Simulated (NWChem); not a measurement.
System: C2H3ClF2Si; SMILES F/C=C(/F)[SiH2]Cl

NWChem input:

```
start job
memory heap 200 mb stack 900 mb global 1100 mb
geometry units angstroms noautosym nocenter noautoz
  F      1.563572     1.973101    -0.005831
  C      0.258442     1.971112    -0.321294
  C     -0.519038     0.925419    -0.029593
  F     -1.827234     1.011688    -0.405351
  Si    -0.034103    -0.655551     0.849616
  Cl     0.168121    -2.211595    -0.514631
  H     -0.076745     2.874684    -0.821902
  H     -1.123791    -1.021377     1.781049
  H      1.256663    -0.474705     1.545056
end
basis spherical
  * library def2-svp
end
dft
  xc m06-2x
  iterations 150
end
cosmo
  do_cosmo_smd true
  solvent anisole
end
task dft energy
```

NWChem printed, in part:

```
             Northwest Computational Chemistry Package (NWChem) 7.3.0
             --------------------------------------------------------

                             Geometry "geometry" -> ""
                             -------------------------

 Output coordinates in angstroms (scale by  1.889725989 to convert to a.u.)

  No.       Tag          Charge          X              Y              Z
 ---- ---------------- ---------- -------------- -------------- --------------
    1 F                    9.0000     1.56357200     1.97310100    -0.00583100
    2 C                    6.0000     0.25844200     1.97111200    -0.32129400
    3 C                    6.0000    -0.51903800     0.92541900    -0.02959300
    4 F                    9.0000    -1.82723400     1.01168800    -0.40535100
    5 Si                  14.0000    -0.03410300    -0.65555100     0.84961600
    6 Cl                  17.0000     0.16812100    -2.21159500    -0.51463100
    7 H                    1.0000    -0.07674500     2.87468400    -0.82190200
    8 H                    1.0000    -1.12379100    -1.02137700     1.78104900
    9 H                    1.0000     1.25666300    -0.47470500     1.54505600

 Effective nuclear repulsion energy (a.u.)     345.6685211788

                                 NWChem DFT Module
                                 -----------------

 Summary of "ao basis" -> "ao basis" (spherical)
 ------------------------------------------------------------------------------
       Tag                 Description            Shells   Functions and Types
 ---------------- ------------------------------  ------  ---------------------
 F                          def2-svp                 6       14   3s2p1d
 C                          def2-svp                 6       14   3s2p1d
 Si                         def2-svp                 8       18   4s3p1d
 Cl                         def2-svp                 8       18   4s3p1d
 H                          def2-svp                 3        5   2s1p

 in cosmo_initialize ...
 calling solv_data for solv:anisole

 solvent parameters
 solvname_short: anisole
 solvname_long:  anisole
 dielec:        4.2247
 dielecinf:     2.3025
 nonaqueous SMD model solvent descriptors
 dielec:        4.2247
 sola:          0.0000
 solb:          0.2900
 solc:          0.7500
 solg:         50.5200
 solh:          0.0000
 soln:          1.5174

[...]

                                COSMO-SMD solvation results
                                ---------------------------

             internal energy in gas <Psi(g)|H|Psi(g)> =     -1026.817158168296
         internal energy in solvent <Psi(s)|H|Psi(s)> =     -1026.816696934146
                               delta internal energy  =         0.000461234149 (    0.29 kcal/mol)
   total free energy in solvent <Psi(s)|H+V/2|Psi(s)> =     -1026.821425904118
 polarization energy contribution <Psi(s)|V/2|Psi(s)> =        -0.004728969971 (   -2.97 kcal/mol)
    total free energy in solvent including G(SMD-CDS) =     -1026.820583423494
                       G(SMD-CDS) energy contribution =         0.000842480624 (    0.53 kcal/mol)
     1 M fixed-concentration free energy of solvation =        -0.003425255198 (   -2.15 kcal/mol)

                       DFT Final Molecular Orbital Analysis
                       ------------------------------------

 Vector   30  Occ=2.000000D+00  E=-3.800897D-01
              MO Center=  9.7D-03, -1.2D+00, -1.3D-01, r^2= 3.7D+00
   Bfn.  Coefficient  Atom+Function         Bfn.  Coefficient  Atom+Function
  ----- ------------  ---------------      ----- ------------  ---------------
    87      0.408848  6 Cl pz                86     -0.298890  6 Cl py
    84      0.292995  6 Cl pz                83     -0.214810  6 Cl py
    33     -0.205856  3 C  py                81      0.169063  6 Cl pz
    85      0.162500  6 Cl px               103     -0.139101  9 H  s
    31      0.130950  3 C  s                 34      0.128013  3 C  pz

 Vector   31  Occ=2.000000D+00  E=-3.774377D-01
              MO Center=  8.8D-02, -1.7D+00,  1.2D-01, r^2= 2.8D+00
   Bfn.  Coefficient  Atom+Function         Bfn.  Coefficient  Atom+Function
  ----- ------------  ---------------      ----- ------------  ---------------
    85      0.529619  6 Cl px                82      0.381414  6 Cl px
    79      0.219749  6 Cl px                98      0.213671  8 H  s
   103     -0.188044  9 H  s                 99      0.171542  8 H  s
   104     -0.157637  9 H  s                 86      0.154965  6 Cl py
    64     -0.150018  5 Si px                83      0.110464  6 Cl py

 Vector   32  Occ=2.000000D+00  E=-3.297995D-01
              MO Center= -1.5D-01,  1.3D+00, -1.6D-01, r^2= 2.4D+00
   Bfn.  Coefficient  Atom+Function         Bfn.  Coefficient  Atom+Function
  ----- ------------  ---------------      ----- ------------  ---------------
    34      0.343789  3 C  pz                20      0.338917  2 C  pz
    37      0.222020  3 C  pz                48      0.222611  4 F  pz
     6      0.218940  1 F  pz                23      0.204032  2 C  pz
    51     -0.186014  4 F  pz                 9     -0.180534  1 F  pz
    33      0.166260  3 C  py                19      0.154970  2 C  py

 Vector   33  Occ=0.000000D+00  E= 3.341921D-03
              MO Center= -3.4D-02,  6.2D-01,  2.0D-01, r^2= 4.0D+00
   Bfn.  Coefficient  Atom+Function         Bfn.  Coefficient  Atom+Function
  ----- ------------  ---------------      ----- ------------  ---------------
    69      0.499027  5 Si pz                68      0.438674  5 Si py
    23     -0.426548  2 C  pz                20     -0.357540  2 C  pz
    78      0.345119  6 Cl s                 86      0.306793  6 Cl py
    37      0.256082  3 C  pz                34      0.238516  3 C  pz
    87      0.204476  6 Cl pz                99     -0.205214  8 H  s

[...]
```

Level: M06-2X/def2-SVP, SMD on the gas-phase geometry. All runs use the structure optimised with B3LYP/6-31G* (spherical d). Solvent: anisole.
